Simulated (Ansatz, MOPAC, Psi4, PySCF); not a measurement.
Molecule: MgH, net charge 0, doublet state. SMILES: [MgH]
Geometry: optimised at B3LYP-D3(BJ)/def2-TZVP (Ansatz, an electronic-structure program).

Property: vertical ionisation energy to the singlet, in eV. Terms: valence correlation only; non-relativistic; 6-311+G** with 5d, 6d on Na to Ar in Ansatz; open shells spin-unrestricted; six Cartesian d functions in 6-31G* and its kin unless marked 5d; no spin-orbit coupling; each state is the SCF solution reached for its charge and spin. First-principles rows: single points at B3LYP-D3(BJ) geometries (Ansatz). Semi-empirical rows: differences of heats of formation at the shared geometry for vertical values.

| level | program | vertical ionisation energy to the singlet (eV) |
|---|---|---|
| AM1 | MOPAC | 7.65 |
| PM3 | MOPAC | 8.19 |
| PM6 | MOPAC | 6.49 |
| PBE/6-31G* | Ansatz | 7.03 |
| B3LYP/3-21G | Ansatz | 7.15 |
| B3LYP/6-31G* | Ansatz | 7.14 |
| B3LYP/6-311+G** | Ansatz | 7.14 |
| M06-2X/6-31G* (5d) | PySCF | 7.19 |
| wB97X-D/6-31G* | Psi4 | 6.95 |
| MP2/6-311+G** | Ansatz | 6.86 |
| B3LYP/def2-TZVPD | Ansatz | 7.15 |

No value to compare with is used here. The 10 habitual levels span 6.49 (PM6) to 8.19 eV (PM3); B3LYP/def2-TZVPD gives 7.15.

The levels are drawn from those run, B3LYP/6-31G* more often than the rest, none by its result; left out are runs that failed, that the program found above a lower state of the same kind, or whose <S^2> lies over 0.5 above the pure value.
